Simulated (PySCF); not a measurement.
Input for PySCF: R-MP2/6-31G* on PH3 (SMILES P) with ghost functions, monomers drawn apart or pushed together.

```python
from pyscf import gto, scf, dft, mp
from pyscf.data.elements import chemcore

mol = gto.M(
    atom='''
    P    -0.17174498    0.15678966   -0.14074234
    H    -1.49194435   -0.11720154    0.29923090
    H    -0.48995360   -0.05068976   -1.50775205
    H     0.26103284   -1.17997218    0.05251970
    ghost-H    0.23164993   -0.31446299    4.77405133
    ghost-H    0.45690671    0.17552626    4.26093186
    ''',
    basis='6-31g*',
    cart=True,
    charge=0, spin=0, verbose=3, max_memory=1800)
mf = scf.RHF(mol)
mf.conv_tol = 1e-8
mf.max_cycle = 100
mf.kernel()
if not mf.converged:
    mf = mf.newton().run(mf.mo_coeff, mf.mo_occ)
pt = mp.MP2(mf, frozen=chemcore(mol)).run()
```

Program output:

```
converged SCF energy = -342.447410718971
E(RMP2) = -342.551613342291  E_corr = -0.104202623319907
E(SCS-RMP2) = -342.557754271078  E_corr = -0.110343552106739
```

The run converged.

Cost: around 0.17 core-seconds (rough).
